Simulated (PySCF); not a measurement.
This PySCF input asks for the NMR shieldings of SMILES O=C([O-])CCCC(F)(F)F, [C₅H₆F₃O₂]-; the geometry comes from GFN2-xTB.

```python
import basis_set_exchange as bse
import numpy as np
from pyscf import gto, dft
from pyscf.prop import nmr

atoms = """
O     3.450910    0.356277   -0.334103
C     2.241707    0.428881   -0.564979
O     1.600274    1.368823   -1.063772
C     1.410574   -0.883207   -0.194557
C     0.090882   -0.599313    0.515518
C    -0.850257    0.156305   -0.424041
C    -2.081761    0.652169    0.269759
F    -2.926112    1.311500   -0.558705
F    -2.838855   -0.347860    0.797131
F    -1.851645    1.490179    1.292554
H     2.050822   -1.502050    0.437045
H     1.220368   -1.425782   -1.125965
H    -0.379500   -1.532175    0.854694
H     0.285760    0.019836    1.395175
H    -1.170820   -0.482382   -1.249970
H    -0.259947    0.997741   -0.825764
"""
names = dict.fromkeys(["O", "C", "F", "H"], "pcSseg-1")
basis = {el: gto.basis.parse(bse.get_basis(n, elements=[el], fmt="nwchem")) for el, n in names.items()}
mol = gto.M(atom=atoms, basis=basis, charge=-1, verbose=0)
mf = dft.RKS(mol, xc="PBE0")
mf.grids.level = 2
mf.grids.alignment = dft.numint.BLKSIZE   # the property module wants whole blocks of grid points
mf.conv_tol = 1e-9
mf.kernel()

calc = nmr.RKS(mf)   # GIAO
C = mf.mo_coeff
Co = C[:, mf.mo_occ > 0]
resp = mf.gen_response(singlet=True, hermi=2)
def vind(x):   # induced exchange potential for any number of trial vectors
    d = np.einsum("pi,xij,qj->xpq", C, 2 * x.reshape(-1, C.shape[1], Co.shape[1]), Co, optimize=True)
    return np.einsum("xpq,pi,qj->xij", resp(d - d.transpose(0, 2, 1)), C, Co, optimize=True).ravel()
mo1, _ = nmr.rhf.solve_mo1(calc, with_cphf=vind)
sigma = calc.kernel(mo1)
for i, s in enumerate(sigma):   # ppm
    print("%2d %-2s %9.2f" % (i, mol.atom_pure_symbol(i), np.trace(s) / 3))
```

Task: What does it print?

Result: 
```
 0 O     -40.33
 1 C      14.64
 2 O       7.73
 3 C     146.63
 4 C     160.91
 5 C     151.57
 6 C      45.87
 7 F     249.01
 8 F     256.51
 9 F     264.35
10 H      30.06
11 H      30.28
12 H      30.16
13 H      30.02
14 H      30.58
15 H      23.53
```

These numbers come from an equivalent density-fitted implementation of the same equations, which agrees with the script to about 0.01 ppm for H and up to a few tenths of a ppm for heavy atoms, so last digits may differ.

Task: Turn these shieldings into chemical shifts. Referencing at the same level of theory: 17O (336.08 ppm) against H2O; TMS for 13C (186.93 ppm), 1H (31.72 ppm); 19F (170.95 ppm) vs CFCl3.

Result: Averaging equivalent atoms: O 0/2: 352.4; C 1: 172.3; C 6: 141.1; C 3: 40.3; C 5: 35.4; C 4: 26.0; F 7/8/9: -85.7; H 14/15: 4.66; H 12/13: 1.63; H 10/11: 1.55 ppm. Unscaled 19F shifts against computed CFCl3 carry errors that often reach 10 to 50 ppm. Unscaled 17O shifts of doubly bonded oxygen tend to come out too high, by tens of ppm or more. Experimental scales use liquid or dissolved standards, which lie at an offset from isolated H2O (liquid H2O: subtract about 36 ppm).

Size and cost of the density-fitted run: 200 basis functions, 22 s wall time on 1 thread of an AMD EPYC 9R14, shared host; peak memory 0.95 GiB.
